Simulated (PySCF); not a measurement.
**Spin-rotation constants: `C#C[C@@]12C[C@H]3[C@@H](C1=O)[C@H]32`, C₈H₆O**

Geometry:
```csv
atom,x (Å),y (Å),z (Å)
C1,2.958,0.432,-0.797
C2,1.804,0.320,-0.493
C3,0.431,0.177,-0.146
C4,-0.090,0.449,1.283
C5,-1.186,-0.548,0.955
C6,-1.628,-0.272,-0.473
C7,-0.701,0.738,-1.023
O8,-0.733,1.494,-1.947
C9,-0.411,-1.145,-0.166
H10,3.966,0.541,-1.064
H11,0.590,0.079,2.049
H12,-0.382,1.476,1.503
H13,-1.847,-1.037,1.651
H14,-2.592,-0.560,-0.854
H15,-0.183,-2.136,-0.500
```

Computed, not measured: PySCF 2.14.0, GIAO B97-2/pcSseg-1 magnetisability, rotational g tensor and spin-rotation constants, non-relativistic, gas phase. Geometry: GFN2-xTB.

(1) Give the nuclear spin-rotation constants along the inertial axes (H = +C I·J) beside the isotropic shieldings.

## Answers

(1) Rotational constants 2.7902, 1.7623, 1.3100 GHz. A star marks the isotopologue with that one atom substituted, in its own axes.
| atom | isotope | Caa (kHz) | Cbb (kHz) | Ccc (kHz) | mean (kHz) | σ (ppm) |
| --- | --- | --- | --- | --- | --- | --- |
| H10 | 1H | 0.063 | -0.207 | -0.148 | -0.098 | 29.8 |
| H11 | 1H | -0.258 | 0.056 | -0.154 | -0.119 | 29.2 |
| H12 | 1H | -0.317 | -0.166 | 0.027 | -0.152 | 29.8 |
| H13 | 1H | -0.080 | -0.101 | -0.143 | -0.108 | 29.7 |
| H14 | 1H | -0.030 | -0.130 | -0.138 | -0.099 | 29.4 |
| H15 | 1H | -0.311 | -0.183 | 0.052 | -0.147 | 28.4 |
| C1 | 13C* | 0.213 | 0.552 | 0.414 | 0.393 | 105.1 |
| C2 | 13C* | -0.025 | 0.629 | 0.470 | 0.358 | 106.7 |
| C3 | 13C* | 0.536 | 0.401 | 0.231 | 0.389 | 131.2 |
| C4 | 13C* | 0.447 | 0.333 | 0.247 | 0.343 | 143.5 |
| C5 | 13C* | 0.373 | 0.281 | 0.196 | 0.283 | 164.1 |
| C6 | 13C* | 0.363 | 0.470 | 0.175 | 0.336 | 145.1 |
| C7 | 13C* | 1.417 | 0.693 | 0.365 | 0.825 | 2.5 |
| O8 | 17O* | -1.438 | -1.277 | -0.113 | -0.943 | -144.9 |
| C9 | 13C* | 0.399 | 0.308 | 0.228 | 0.311 | 153.6 |

For the geometry as given, no vibrational averaging.
